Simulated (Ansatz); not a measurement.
Species: SnHSF, charge 0, singlet. SnHSF (SMILES [F][Sn][SH]).
B3LYP-D3(BJ)/def2-TZVP minimum from Ansatz (a program for electronic structure):
```
Sn
F 1 1.9584
S 1 2.4496 2 93.47
H 3 1.3462 1 92.89 2 -180.00
```

Total energies in def2-TZVPP, 18 correlated electrons, 15 frozen orbitals. Radicals and triplets start from unrestricted determinants; spin-orbit coupling is neglected. Cores are frozen in correlated methods (noble-gas shells, and filled d and f shells in the p block). Past Kr the def2 sets carry scalar-relativistic core potentials. Spin-orbit terms, left out, reach several kcal/mol for Br and I, and more for heavier atoms.

| method | program | energy (Eh) | minus CCSDT(Q) (mEh) |
|---|---|---|---|
| HF | Ansatz | -711.04134 | 559.78 |
| MP2 | Ansatz | -711.55542 | 45.70 |
| CCSD | Ansatz | -711.57769 | 23.43 |
| CCSD(T) | Ansatz | -711.59887 | 2.25 |
| CCSDT(Q) | Ansatz | -711.60112 | 0.00 |

Rough core times of Ansatz's runs on a shared machine: CCSD(T) 20 s, CCSDT(Q) 60 min.
